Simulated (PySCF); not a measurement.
Correlation energy of I⁺ (iodine, charge +1)

[Kr] 4d10 5s2 5p3 6s1, high-spin 5S determinant (an excited configuration). All numbers are calculated (PySCF 2.14, scalar relativity through the core potential, in aug-cc-pwCVTZ-PP with ECP28MDF (8s7p6d4f1g, 96 functions)). Frozen: 4s2 4p6 4d10; 6 electrons correlated.

```
  level  correlation energy (mhartree)
   CCSD                         -96.00
    (T)                          -3.51
CCSD(T)                         -99.51
```

Diagnostics: T1 = 0.011, D1 = 0.0376, largest double amplitude 0.040.

The outer electron is Rydberg-like, and this basis confines it to a smaller radius and binds it less than a complete one would.

Cost of the coupled-cluster step: about 30 core-seconds, for 6 correlated electrons.
